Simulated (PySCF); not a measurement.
Diatomics of S with the fifth-period p block

PBE0 with double-zeta basis sets in PySCF, for the lowest determinant that a PBE0 search found; no spin–orbit coupling. De refers to high-spin ground-configuration atoms. A positive dipole means M(−)S(+).

```tsv
M	basis	state (unpaired electrons)	Re (Å)	ωe (cm⁻¹)	De (eV)	μ (D)
Sn	def2-SVP	singlet (closed shell)	2.223	499	4.85	-3.17
Sb	def2-SVP	doublet (π ↑)	2.227	504	3.31	-2.42
Te	x2c-SVPall	triplet (π ↑↑)	2.243	485	3.52	-1.66
I	def2-SVP	doublet (π ↑)	2.336	398	2.28	-1.13
```

The shortest bond is that of SnS (2.223 Å), the longest that of SI (2.336 Å). SnS is bound most strongly (4.85 eV) and SI least (2.28 eV).

The rows differ in basis set, which adds steps of its own.

The state changes along the series, so neighbouring rows are not always alike in their bonding.

These are scalar-relativistic numbers at best; spin–orbit coupling would shift them, the dissociation energy most. States were picked by a PBE0 search and need not be the measured ground states.
